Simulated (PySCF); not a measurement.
**Two-dimensional NMR puzzle**

Compound of formula C9H8O. Correlations simulated from computed shifts and the bond graph:

HSQC (one-bond C–H):
```tsv
δH	δC
7.95	124.0
7.70	116.7
7.63	128.5
7.58	127.2
7.54	147.4
2.48	10.7
```

COSY cross peaks (H two or three bonds apart, from the bond graph; peaks can be absent where the dihedral angle is near 90°):
```tsv
δH	δH
7.95	7.58
7.70	7.63
7.63	7.58
```

HMBC (two and three bonds, from the bond graph):
```tsv
δH	δC
7.95	161.7, 135.1, 128.5, 127.2, 122.8
7.70	161.7, 135.1, 128.5, 127.2
7.63	161.7, 127.2, 124.0, 116.7
7.58	135.1, 128.5, 124.0, 116.7
7.54	161.7, 135.1, 122.8, 10.7
2.48	147.4, 135.1, 122.8
```

Carbons without hydrogens: δ 161.7, 135.1, 122.8.

- GFN2-xTB geometry
- σ from GIAO-PBE0/pcSseg-1
- program: PySCF 2.14
- non-relativistic, one conformer, fast rotation and ring inversion assumed for equivalent nuclei, no solvent

Scale: TMS for ¹H (σref 31.72) and ¹³C (σref 186.93) (reference shieldings calculated alike).

Exchangeable hydrogens are left out of these lists.

**Question.** Assemble the structure.

**Answer.** 3-methylbenzofuran (SMILES Cc1coc2ccccc12).

Numbering as in the mapped SMILES `[CH3:1][c:2]1[cH:3][o:4][c:5]2[cH:6][cH:7][cH:8][cH:9][c:10]12`. Hydrogens are named by the atom that carries them.

δC 161.7 is C5, a ring-fusion aromatic carbon. δC 147.4 is C3, an aromatic CH next to the ring oxygen (δH 7.54). δC 135.1 is C10, a ring-fusion aromatic carbon. δC 128.5 is C7, an aromatic CH (δH 7.63). δC 127.2 is C8, an aromatic CH (δH 7.58). δC 124.0 is C9, an aromatic CH (δH 7.95). δC 122.8 is C2, a substituted aromatic carbon. δC 116.7 is C6, an aromatic CH (δH 7.70). δC 10.7 is C1, a methyl carbon on an aromatic ring (δH 2.48). HMBC from δH 7.95 reaches the proton-free carbons C5, C10, C2. HMBC from δH 7.70 reaches the proton-free carbons C5, C10. HMBC from δH 7.63 reaches the proton-free carbon C5. HMBC from δH 7.58 reaches the proton-free carbon C10. COSY links 7.95–7.58, 7.70–7.63, 7.63–7.58.

The data come from this structure; uniqueness wasn't tested.

Shifts are as computed. Against solution values, carbons near 30 ppm lie about +3 ppm off and those near 130 ppm about +5 ppm. Of 1211 compounds with measured shifts, 218 miss one by over three times the rms of a fit or turn the order of signals round; such compounds aren't used in these exercises.
